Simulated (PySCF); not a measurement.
**How the method moves the HOMO and LUMO of `C[B@@H-]1[NH2+][BH2-][PH2+]1`**

Compound: CH10B2NP.
Numbering: `[CH3:1][B@@H-:2]1[NH2+:3][BH2-:4][PH2+:5]1` (hydrogens: H6, H7, H8 on C1; H9 on B2; H10, H11 on N3; H12, H13 on B4; H14, H15 on P5)

Cartesian coordinates in Å at the PBE0-D3(BJ)/def2-SVP level; atoms count from 1:
```
atom  x, y, z in Å
C1     1.9707    0.1694   -0.3822
B2     0.5508    0.4936    0.2720
N3    -0.1785   -0.7643    0.9683
B4    -1.6647   -0.6233    0.3804
P5    -1.0362    0.7200   -0.9350
H6     2.7121   -0.0911    0.3941
H7     1.9459   -0.6665   -1.1034
H8     2.3689    1.0460   -0.9175
H9     0.5057    1.4417    1.0401
H10    0.2514   -1.6461    0.6916
H11   -0.1463   -0.7263    1.9854
H12   -2.4028   -0.0827    1.1806
H13   -2.0919   -1.6525   -0.1049
H14   -0.9460    0.3380   -2.2951
H15   -1.6767    1.9752   -1.0206
```

Basis pcSseg-1 throughout (PySCF), one geometry. The structure is a single PBE0-D3(BJ)/def2-SVP conformer in the gas phase; no vibrational or solvent corrections.

Task: How do the orbital energies, the gap and the dipole change with the method?

Result: 
| method | kind | HOMO (eV) | LUMO (eV) | gap (eV) | μ (D) | SCF cycles |
| --- | --- | --- | --- | --- | --- | --- |
| BLYP | GGA | -5.88 | -0.36 | 5.52 | 0.95 | 14 |
| B97-D | GGA | -5.99 | -0.31 | 5.68 | 0.96 | 14 |
| OPBE | GGA | -5.99 | -0.30 | 5.69 | 1.00 | 14 |
| PBE | GGA | -6.01 | -0.43 | 5.58 | 0.98 | 14 |
| KT2 | GGA | -6.07 | -0.51 | 5.57 | 0.93 | 14 |
| LDA | LDA | -6.10 | -0.57 | 5.53 | 1.00 | 13 |
| KT3 | GGA | -6.10 | -0.53 | 5.57 | 0.92 | 14 |
| BP86 | GGA | -6.11 | -0.43 | 5.69 | 0.99 | 14 |
| B97-2 | global hybrid | -6.92 | 0.43 | 7.35 | 0.94 | 12 |
| B3LYP | global hybrid | -6.96 | 0.17 | 7.13 | 0.93 | 12 |
| PBE0 | global hybrid | -7.16 | 0.44 | 7.59 | 0.95 | 12 |
| mPW1PW91 | global hybrid | -7.18 | 0.44 | 7.62 | 0.94 | 12 |
| BHandHLYP | global hybrid | -8.19 | 1.25 | 9.44 | 0.90 | 12 |
| CAM-B3LYP | range-separated hybrid | -8.46 | 1.39 | 9.85 | 0.91 | 12 |
| wB97X-D | range-separated hybrid | -8.99 | 2.23 | 11.21 | 0.96 | 13 |
| HF | Hartree–Fock | -9.75 | 3.49 | 13.24 | 0.90 | 10 |
| LC-wPBE | range-separated hybrid | -9.78 | 2.65 | 12.43 | 0.92 | 13 |

The HOMO spans 3.89 eV, from BLYP down to LC-wPBE, and the gap runs from 5.52 eV (BLYP) to 13.24 eV (HF). Over the methods BLYP (0 %), B97-D (0 %), OPBE (0 %), PBE (0 %), KT2 (0 %), LDA (0 %), KT3 (0 %), BP86 (0 %), B97-2 (21 %), B3LYP (20 %), PBE0 (25 %), mPW1PW91 (25 %), BHandHLYP (50 %), HF (100 %), a straight line through the gap against the share of exact exchange rises by 0.77 eV for each 10 % (correlation coefficient 0.999). The dipole ranges from 0.90 D (HF) to 1.00 D (LDA). This basis has no diffuse functions.
